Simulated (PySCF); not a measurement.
19F chemical shifts

[PySCF 2.14: GFN2-xTB geometry; GIAO PBE0/pcSseg-1 shieldings; averaged over atoms made equivalent by symmetry, fast rotation or ring inversion; no solvent model; relativity neglected; one conformer]

Shieldings were converted by a linear fit to measured shifts: 19F (scatter 6.0 ppm rms, 7.0 ppm with the 5 outliers that the fit left out vs CFCl3, solution or neat liquid, with a term for F on sp3 carbon). Occasional misses reach two or three times the rms, and more in compound classes unlike the fitted ones.

(1) Give the 19F shifts of `FC1=CCC[C@@H]1F`, `C#CC#C[C@@H](F)C(F)(F)F`, `C=C(F)C/C=C\F`.

(2) Order these by 19F shift, lowest first.
A. COC(=O)O[C@H](F)OC
B. CC(C)(C)F
C. Fc1ccc(F)c2ccccc12
D. C#C/P=C/F

Answers

(1) 
```
                                                       compound                            environment  δ (ppm)
                 [F:1][C:2]1=[CH:3][CH2:4][CH2:5][C@@H:6]1[F:7]                   F1: vinylic fluorine   -126.9
                 [F:1][C:2]1=[CH:3][CH2:4][CH2:5][C@@H:6]1[F:7]          F7: fluorine on an sp3 carbon   -168.5
[CH:1]#[C:2][C:3]#[C:4][C@@H:5]([F:6])[C:7]([F:8])([F:9])[F:10]  F8/9/10: fluorine of a CF3 group (×3)    -74.0
[CH:1]#[C:2][C:3]#[C:4][C@@H:5]([F:6])[C:7]([F:8])([F:9])[F:10]          F6: fluorine on an sp3 carbon   -191.5
                [CH2:1]=[C:2]([F:3])[CH2:4]/[CH:5]=[CH:6]\[F:7]                   F3: vinylic fluorine    -93.5
                [CH2:1]=[C:2]([F:3])[CH2:4]/[CH:5]=[CH:6]\[F:7]                   F7: vinylic fluorine   -123.4
```

(2) B (-150.3 ppm, fluorine on an sp3 carbon), C (-128.2 ppm, aryl fluorine), A (-111.5 ppm, fluorine on an sp3 carbon), D (-35.2 ppm, fluorine bonded to C).
